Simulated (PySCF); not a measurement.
Assigning NMR signals

Atom-mapped SMILES (the numbers label the heavy atoms): `[CH3:1][CH:2]([CH3:3])[C@H:4]1[CH2:5][O:6][B:7]([OH:8])[O:9]1` (H(Xn): hydrogen on atom n). Ha(C5) is cis to C2 on the ring; Hb(C5) is trans to C2 on the ring.

PySCF calculation with coordinates at the PBE0-D3(BJ)/def2-SVP level and NMR shieldings at KT2/pcSseg-1/GIAO; a single conformation, non-relativistic Hamiltonian, no solvent model, one averaged value for each set of equivalent atoms.

Shifts are taken against calculated references (same method and geometry level): TMS for $^{13}$C (σ = 183.22 ppm), $^{1}$H (σ = 31.18 ppm).

Problem. Assign these signals to the numbered atoms. $^{13}$C{$^{1}$H} NMR (computed): δ 85.9 (CH), 74.3 (CH2), 40.3 (CH), 21.7 (CH3), 18.0 (CH3).

Solution. 
85.9 → C4, sp3 CH bonded to O: deshielded by the electronegative neighbour
74.3 → C5, sp3 CH2 bonded to O: the inductive effect lowers its shielding
40.3 → C2, sp3 CH: saturated and bonded to C and H only
21.7 → C3, methyl carbon: aliphatic region, no heteroatom directly attached
18.0 → C1, methyl carbon

Problem. Assign these signals to the numbered atoms. $^{1}$H NMR (300 MHz, computed): δ 4.22 (m, 1H), 3.75 (m, 1H), 3.75 (m, 1H), 2.78 (br s, 1H), 1.26 (m, 1H), 1.14 (m, 3H), 0.66 (d, 3H).

Solution. 
4.22 → Hb(C5), hydrogen on an sp3 CH2 bonded to O: its carbon carries O, hence the downfield position
3.75 → H(C4), hydrogen on an sp3 CH bonded to O: its carbon carries O, an electronegative neighbour
3.75 → Ha(C5), hydrogen on an sp3 CH2 bonded to O: its carbon carries O, which withdraws density
2.78 → H(O8), hydrogen on an oxygen bonded to B: exchangeable, gas-phase position
1.26 → H(C2), hydrogen on an sp3 CH
1.14 → H(C3), hydrogen on a methyl carbon: far from electronegative atoms and π systems
0.66 → H(C1), hydrogen on a methyl carbon

H(C4) and Ha(C5) lie closer than the usual error of such a calculation, so a measured spectrum could show them in the other order.

OH and NH positions are those of a molecule without intermolecular hydrogen bonds; in solution they move with solvent, concentration and temperature, and exchange usually removes their couplings. Shifts are as computed. Against solution values, carbons near 30 ppm lie about +2 ppm off and those near 130 ppm about -5 ppm. Of 1309 compounds with measured shifts, 239 miss one by over three times the rms of a fit or turn the order of signals round; such compounds aren't used in these exercises. Multiplicities follow the n + 1 count of equivalent neighbours, as no J values were calculated; m marks all less simple cases, F and P coupling included.
